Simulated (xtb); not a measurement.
ClMg (SMILES [Mg][Cl]), doublet, from a rough starting geometry (GFN-xTB shapes and energies of metal compounds can be far from the true ones) (the spin is typed, not shown lowest); GFN2-xTB (xtb).

Here is a job for xtb.
```
$ xtb mol.xyz --gfn 2 --uhf 1 --opt vtight --json

# file mol.xyz
2

Mg    -0.63768190    -0.67157861    -0.57434986
Cl     0.65376968     0.71265149     0.60327022
```

What the program printed (banner, timings and long lists left out):

```
   ID    Z sym.   atoms
    1   12 Mg     1
    2   17 Cl     2

           -------------------------------------------------
          |                Calculation Setup                |
           -------------------------------------------------

           -------------------------------------------------
          |                 G F N 2 - x T B                 |
           -------------------------------------------------

          ...................................................
          :                      SETUP                      :
          :.................................................:
          :  # basis functions                  20          :
          :  # atomic orbitals                  18          :
          :  # shells                            6          :
          :  # electrons                         9          :
          :  max. iterations                   250          :
          :  Hamiltonian                  GFN2-xTB          :
          :  restarted?                      false          :
          :  GBSA solvation                  false          :
          :  PC potential                    false          :
          :  electronic temp.          300.0000000     K    :
          :  accuracy                    1.0000000          :
          :  -> integral cutoff          0.2500000E+02      :
          :  -> integral neglect         0.1000000E-07      :
          :  -> SCF convergence          0.1000000E-05 Eh   :
          :  -> wf. convergence          0.1000000E-03 e    :
          :  Broyden damping             0.4000000          :
          :  net charge                          0          :
          :  unpaired electrons                  1          :
          ...................................................

 iter      E             dE          RMSdq      gap      omega  full diag
   1     -5.0116711 -0.501167E+01  0.166E+01    3.59       0.0  T
   2     -5.0900179 -0.783468E-01  0.480E+00    5.53       1.0  T
   3     -5.1140547 -0.240368E-01  0.490E+00    5.74       1.0  T
   4     -5.1047028  0.935187E-02  0.254E+00    6.25       1.0  T
   5     -5.1106166 -0.591380E-02  0.158E+00    6.13       1.0  T
   6     -5.1146555 -0.403896E-02  0.273E-01    6.26       1.0  T
   7     -5.1146954 -0.398231E-04  0.224E-01    6.23       1.0  T
   8     -5.1147627 -0.672882E-04  0.802E-02    6.23       1.0  T
   9     -5.1147712 -0.850211E-05  0.602E-03    6.23      11.7  T
[...]
         :: total energy              -5.112517097816 Eh    ::
 * total energy  :    -5.1125171 Eh     change       -0.3117506E-12 Eh
 * total energy  :    -5.1130862 Eh     change       -0.5691295E-03 Eh
 * total energy  :    -5.1130877 Eh     change       -0.1436009E-05 Eh
 * total energy  :    -5.1130899 Eh     change       -0.2217097E-05 Eh
 * total energy  :    -5.1130899 Eh     change       -0.4282903E-09 Eh
   *** GEOMETRY OPTIMIZATION CONVERGED AFTER 5 ITERATIONS ***
         :: total energy              -5.113089880837 Eh    ::
[...]
        11                          0.0124627               0.3391
        12                          0.0124627               0.3391
        13                          0.0693505               1.8871
        14                          0.0702677               1.9121
        15                          0.0702677               1.9121
        16                          0.0784246               2.1340
       ...                                ...                  ...
        18                          0.7517311              20.4556
      -------------------------------------------------------------
                  HL-Gap            0.2308591 Eh            6.2820 eV
             Fermi-level           -0.2810269 Eh           -7.6471 eV

     #   Z          covCN         q      C6AA      α(0)
     1  12 Mg       0.732     0.367   356.762    57.263
     2  17 Cl       0.732    -0.367   110.771    16.099

 Mol. C6AA /au·bohr⁶  :        787.580611
 Mol. C8AA /au·bohr⁸  :      56124.416812
 Mol. α(0) /au        :         73.361398

Wiberg/Mayer (AO) data.
largest (>0.10) Wiberg bond orders for each atom

 ---------------------------------------------------------------------------
     #   Z sym  total        # sym  WBO       # sym  WBO       # sym  WBO
 ---------------------------------------------------------------------------
     1  12 Mg   1.082 --     2 Cl   1.082
     2  17 Cl   1.082 --     1 Mg   1.082
 ---------------------------------------------------------------------------

Topologies differ in total number of bonds
Writing topology from bond orders to xtbtopo.mol

molecular dipole:
                 x           y           z       tot (Debye)
 q only:       -0.870      -0.932      -0.793
   full:       -1.035      -1.110      -0.944       4.543
molecular quadrupole (traceless):
                xx          xy          yy          xz          yz          zz
 q only:        0.031      -0.072      -0.037      -0.054      -0.084       0.006
  q+dip:        0.042       0.681       0.067       0.589       0.599      -0.109
   full:        0.037      -0.100      -0.047      -0.076      -0.113       0.009

optimized geometry written to: xtbopt.xyz

           -------------------------------------------------
          | TOTAL ENERGY               -5.113089880837 Eh   |
          | GRADIENT NORM               0.000000048915 Eh/α |
          | HOMO-LUMO GAP               6.281994618092 eV   |
           -------------------------------------------------
```
